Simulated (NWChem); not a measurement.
Relativistic effects in H₂Pb

```
Pb
H 1 1.8537
H 1 1.8537 2 89.87
```
Charge 0, spin multiplicity 1.

The numbers come from NWChem runs, not from measurements. The geometry was optimised at PBE0/def2-SVP with def2 effective core potentials on Pb, a minimum by its harmonic frequencies.

Functional B3LYP, all-electron basis x2c-SVPall-2c, contracted for the X2C Hamiltonian and used here with ZORA. The ion keeps the geometry and has multiplicity 2 in the scalar run; the spin-orbit run starts from the same electron counts.

Costs are rough ratios of processor time within this set of runs, SCF included, with scalar ZORA as 1.

B3LYP has NWChem's definition, with VWN1-RPA local correlation. The structure started from a generated list of species. The stability of the SCF solutions was not checked.

```csv
Hamiltonian,ΔSCF ionisation energy (eV),HOMO (eV),LUMO (eV),gap (eV),relative cost
scalar ZORA,9.10,-6.55,-3.15,3.41,1
spin-orbit ZORA,9.15,-6.56,-3.09,3.47,under 3
```

From scalar ZORA to spin-orbit ZORA the ionisation energy grows by 0.05 eV.
